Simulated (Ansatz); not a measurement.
CH3BCl2, SMILES `ClBCCl`, relaxed with RKS PBE0-D4/def2-TZVP in Ansatz 0.2.0 from a PBE-D4/def2-SVP geometry. The force threshold is 0.005 eV/Å; the program also tests the step.

Total charge 0; spin multiplicity 1.

Start:

```xyz
7

Cl    1.260   -1.710    0.819
B    -0.015   -0.855   -0.039
C    -0.238    0.683    0.198
Cl    0.692    1.159   -1.307
H    -0.694   -1.483   -0.821
H    -1.270    1.060    0.084
H     0.265    1.145    1.067
```

| step | energy (eV) | largest force (eV/Å) | largest move (Å) |
| --- | --- | --- | --- |
| 1 | -26799.3705 | 0.589 | 0.000 |
| 2 | -26799.3942 | 0.215 | 0.018 |
| 3 | -26799.3967 | 0.189 | 0.028 |
| 4 | -26799.3977 | 0.150 | 0.025 |
| 5 | -26799.3998 | 0.044 | 0.016 |
| 6 | -26799.3999 | 0.016 | 0.003 |
| 7 | -26799.4000 | 0.007 | 0.005 |
| 8 | -26799.4000 | 0.007 | 0.006 |
| 9 | -26799.4000 | 0.002 | 0.001 |

End:

```xyz
7

Cl    1.235   -1.705    0.829
B    -0.022   -0.859   -0.031
C    -0.224    0.676    0.179
Cl    0.672    1.202   -1.295
H    -0.686   -1.475   -0.802
H    -1.245    1.039    0.081
H     0.269    1.121    1.040
```

Hardware: 2 threads of an Arm Neoverse V1 on a shared host. Wall time 30 s, peak host memory 0.33 GiB.
